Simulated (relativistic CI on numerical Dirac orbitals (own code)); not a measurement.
# d6 in a ligand field

Computed with a parametric ligand-field model of a d^n configuration (Racah B and C, spin-orbit zeta, crystal field), exact diagonalisation.

Field parameters in Wybourne normalisation: Oh B⁴₀ = 21Dq, B⁴₄ = √(5/14) B⁴₀. The field is a parameter set, without covalency.

(1) Lowest levels for B = 430, C = 1840, ζ = 4250 cm⁻¹, Oh, 10Dq = 34600 cm⁻¹?

(2) Lowest levels for B = 640, C = 2300, ζ = 1750 cm⁻¹, Oh, 10Dq = 19200 cm⁻¹?

(3) Lowest levels for B = 610, C = 2160, ζ = 860 cm⁻¹, Oh, 10Dq = 39450 cm⁻¹?

(4) Lowest levels for B = 350, C = 1370, ζ = 670 cm⁻¹, Oh, 10Dq = 6950 cm⁻¹?

(5) Lowest levels for B = 340, C = 1640, ζ = 260 cm⁻¹, Oh, 10Dq = 20250 cm⁻¹?

Answers

(1) A1 0 (S 0.16), E 26765 (S 1.03), T2 27805 (S 0.99), T1 27950 (S 0.90), A1 33578 (S 1.03), T1 33877 (S 0.97), E 35083 (S 1.00), T2 36081 (S 1.02), T1 36946 (S 0.53) cm⁻¹, with S from ⟨S²⟩ = S(S + 1). The ground level has 0.10 electrons in the cubic e pair; its S is far from a half-integer, so spin-orbit coupling mixes spin states.

(2) A1 0 (S 0.15), E 11910 (S 1.10), T2 12241 (S 1.08), T1 12863 (S 1.15), A1 14200 (S 1.19), T1 15968 (S 1.08), T2 16938 (S 1.74), E 16942 (S 1.21), T1 18527 (S 1.29) cm⁻¹, with S from ⟨S²⟩ = S(S + 1). The ground level has 0.12 electrons in the cubic e pair; its S is far from a half-integer, so spin-orbit coupling mixes spin states.

(3) A1 0 (S 0.01), E 32878 (S 1.00), T2 32931 (S 1.00), T1 33452 (S 1.00), A1 33821 (S 1.00), T1 37033 (S 0.75), E 37561 (S 1.00), T2 38055 (S 1.00), A2 38317 (S 1.00) cm⁻¹, with S from ⟨S²⟩ = S(S + 1). The ground level has 0.02 electrons in the cubic e pair.

(4) A1 0 (S 0.31), E 2051 (S 1.79), T2 2058 (S 1.94), T1 2177 (S 1.83), T2 2513 (S 1.72), A1 2520 (S 1.80), T1 2646 (S 1.91), E 3647 (S 1.26), T2 3944 (S 1.43) cm⁻¹, with S from ⟨S²⟩ = S(S + 1). The ground level has 0.24 electrons in the cubic e pair; its S is far from a half-integer, so spin-orbit coupling mixes spin states.

(5) A1 0 (S 0.00), E 15501 (S 1.00), T2 15510 (S 1.00), T1 15672 (S 1.00), A1 15770 (S 1.00), T1 17927 (S 0.98), E 17973 (S 1.00), T2 18135 (S 1.00), A2 18218 (S 1.00) cm⁻¹, with S from ⟨S²⟩ = S(S + 1). The ground level has 0.02 electrons in the cubic e pair.
